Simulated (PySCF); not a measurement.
# Working out the excitation energy of Ar⁺

Ar⁺ [Ne] 3s2 3p5 (2P) → Ar⁺ [Ne] 3s1 3p5 3d1 (high-spin determinant). Computed with PySCF 2.14 in aug-cc-pV(T+d)Z (6s5p4d2f, 55 functions), with no relativity, point nucleus. Frozen: [Ne]. Energies in hartree (1 hartree = 27.21139 eV):

```
            part  Ar⁺ (lower)  Ar⁺ (upper)
             UHF  -526.278180  -525.071139
CCSD correlation    -0.193663    -0.267897
             (T)    -0.005644    -0.030006
```

Task: What does Hartree-Fock give?

Result: (-525.071139) − (-526.278180) = 1.207041 hartree = 32.845 eV.

Task: What do CCSD and CCSD(T) give?

Result: The CCSD correlation energies differ by -0.074234 hartree = -2.020 eV and the triples by -0.024362 hartree = -0.663 eV, so CCSD gives 30.825 eV and CCSD(T) 30.162 eV.

One determinant mixes LS terms, so it does not stand for a single term.

The upper state lies above the first ionisation limit, where it may autoionise and the basis confines it.

The coupled-cluster amplitudes are large, so a single reference is strained.
